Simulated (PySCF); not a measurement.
PySCF 2.14 output of a UHF calculation on a single atom or ion in ANO-RCC-VTZP (8s7p5d3f2g1h, 104 functions), with the spin-free X2C one-electron Hamiltonian (Gaussian nucleus):

```
SCF conv_tol = 1e-09
number electrons alpha = 38  beta = 34
cycle= 1 E= -15599.0728020822  delta_E= -0.00531  |g|= 0.0256  |ddm|= 0.0537
cycle= 2 E= -15599.0730029951  delta_E= -0.000201  |g|= 0.00559  |ddm|= 0.0105
cycle= 3 E= -15599.0730131123  delta_E= -1.01e-05  |g|= 0.00161  |ddm|= 0.00299
cycle= 4 E= -15599.0730133256  delta_E= -2.13e-07  |g|= 0.000499  |ddm|= 0.00033
cycle= 5 E= -15599.0730133682  delta_E= -4.26e-08  |g|= 5.42e-05  |ddm|= 0.000216
cycle= 6 E= -15599.0730133702  delta_E= -1.98e-09  |g|= 9.4e-06  |ddm|= 6.32e-05
cycle= 7 E= -15599.0730133703  delta_E= -7.28e-11  |g|= 2.21e-06  |ddm|= 1.18e-05
converged SCF energy = -15599.0730133703  <S^2> = 6.005933  2S+1 = 5.0023727
```

The run itself started from symmetry-adapted Hartree-Fock orbitals and held the occupation by maximum overlap, so the iterations belong to that start.

**Question.** Which element, charge and spin multiplicity is this?

**Answer.** Ta⁺ (tantalum, charge +1), multiplicity 5; the state was [Xe] 4f14 5d3 6p1, one real determinant (an excited configuration).

⟨L²⟩ = 14.04 against 20 for a pure G term, so this real determinant mixes terms. Spin-orbit coupling, absent here, splits the open shell strongly.
